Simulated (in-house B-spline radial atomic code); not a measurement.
Values are calculated unless marked as measured or tabulated.
Stopping and range of 20 keV Si in InAs

The pair potential comes from two frozen, spherical free-atom densities (PBE, B-spline radial code, scalar-relativistic past argon): electrostatics plus the change in Thomas-Fermi kinetic and Dirac exchange energy where they overlap, the recipe behind the universal ZBL potential, which averages such potentials (from solid-state densities) over many pairs. It is written V = (Z1 Z2 e²/r) φ(r/a), with e² = 14.3996 eV·Å and a = 0.46850 Å/(Z1^0.23 + Z2^0.23); ZBL's fit is φ = 0.18175 e^(−3.1998x) + 0.50986 e^(−0.94229x) + 0.28022 e^(−0.4029x) + 0.02817 e^(−0.20162x). Where φ falls below 4e-4 it is continued as an exponential.

The target is taken as amorphous, with density 5.68 g/cm³ (NSM archive of the Ioffe Institute); channelling is ignored. Masses: Si 28.09, In 114.82, As 74.92 u. Nuclear stopping is S_n = 4π a Z1 Z2 e² M1/(M1 + M2) × s_n(ε), with s_n integrated over impact parameters for each pair. Electronic stopping is Lindhard and Scharff's S_e = Z1^(1/6) 8π e² a0 Z1 Z2/(Z1^(2/3) + Z2^(2/3))^(3/2) × v/v0, with a0 = 0.529177 Å and v = v0 at 24.801 keV/u; it misses the oscillations with Z1 seen in experiment, which reach tens of per cent. Compounds add by atom fraction.

| target atom | a (Å) | ε at this energy | s_n, this pair | s_n, ZBL potential |
| --- | --- | --- | --- | --- |
| In | 0.10940 | 0.178 | 0.351 | 0.3419 |
| As | 0.11512 | 0.2517 | 0.3677 | 0.3493 |

(1) What are the atom density and the stopping powers at entry?

Along the track:

| E (keV) | N S_n (eV/nm) | N S_e (eV/nm) |
| --- | --- | --- |
| 1 | 163 | 31.1 |
| 3 | 240 | 53.8 |
| 6 | 288 | 76.1 |
| 10 | 317 | 98.3 |
| 15 | 335 | 120 |
| 20 | 343 | 139 |

(2) Estimate the path length and the projected range.

Results:

(1) N = 5.68 × 0.602214/94.87 = 0.03606 atoms/Å³. For In: S_n = 2669 × 0.351 = 936.8 eV·Å², S_e = 2.9047 × √20000 = 410.8 eV·Å². For As: S_n = 2624 × 0.3677 = 965 eV·Å², S_e = 2.5481 × √20000 = 360.4 eV·Å². Averaged over the target's atoms (half each) and times N × 10 Å/nm, the ion loses N S_n = 343 eV/nm to recoils and N S_e = 139 eV/nm to electrons; the nuclear share is 71 %.

(2) With continuous slowing down the path is the integral of dE/(N (S_n + S_e)). Trapezoids over the table give 50.3 nm, and the stretch below the first row, with stopping taken as √E, adds 2E/(N S) = 10 nm: 60.6 nm in all, against 58.7 nm on a fine grid from 5 eV. Deflections shorten the depth: to first order in the energy passed on, N (S_n + S_e) dR_p/dE = 1 − N S_n (M2/M1) R_p/(2E), summed over the target's atoms, and integrating this on the fine grid gives R_p = 20.4 nm, 0.35 of the path. Lindhard's rule of thumb R/(1 + M2/3M1), with mean M2/M1 = 3.38, gives 27.6 nm; it is meant for M2/M1 below about 2. On the ZBL potential the same equation gives 21.2 nm, and the full integral equation, which keeps hard collisions, 22.5 nm.
